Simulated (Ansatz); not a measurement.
Ideal-gas functions of FGeH₅SSi, SMILES `F[SiH2][S][GeH3]` at 500 K and 1 bar, from an Ansatz frequency run at PBE0-D4/def2-TZVP.

Molar mass 156.8 g/mol, point group C1 (symmetry number 1), electronic degeneracy 1, moments of inertia 103.446, 369.126, 434.493 u Å². Harmonic wavenumbers (cm⁻¹, unscaled): 40, 53, 130, 250, 392, 520, 566, 571, 630, 744, 825, 865, 868, 878, 909, 948, 2161, 2176, 2181, 2250, 2265.

Use S(trans) = R[1.5 ln M + 2.5 ln T − 1.1517]; rotational temperatures θ = 24.2544 K / I; S(rot) = R[ln(√π/σ · √(T³/θAθBθC)) + 1.5]; for each mode x = 1.438777 ν̃/T, S = R[x/(eˣ − 1) − ln(1 − e⁻ˣ)] and H = RT x/(eˣ − 1); 1 cm⁻¹ = 0.0119627 kJ/mol; R = 8.31446 J/(mol·K).

**Question.** By hand: the entropy, in J/(mol·K).

**Answer.** Translation 182.6. Rotation: θ = 0.2345, 0.0657, 0.0558 K, giving 124.1. Vibration, mode by mode: 26.29, 23.96, 16.54, 11.23, 7.74, 5.70, 5.12, 5.06, 4.42, 3.41, 2.84, 2.59, 2.58, 2.52, 2.35, 2.15, 0.12, 0.12, 0.11, 0.10, 0.09, in all 125.0. Electronic 0.0. Sum 431.7 J/(mol·K).

**Question.** By hand: H − E and G − E in kJ/mol, counted from the electronic energy.

**Answer.** Zero-point energy ½ × 20222 × 0.0119627 = 121.0; thermal vibration 29.7; translation, rotation and pV give 4 RT = 16.6. H − E = 167.3 kJ/mol, and G − E = 167.3 − 500 × 431.7/1000 = -48.5 kJ/mol.

Vibration gives 29 % of the entropy, 66.8 J/(mol·K) of it from the modes under 150 cm⁻¹: soft modes count most, and the harmonic formula is weakest for them. The sum counts one conformer and one mirror image; others add a mixing term.
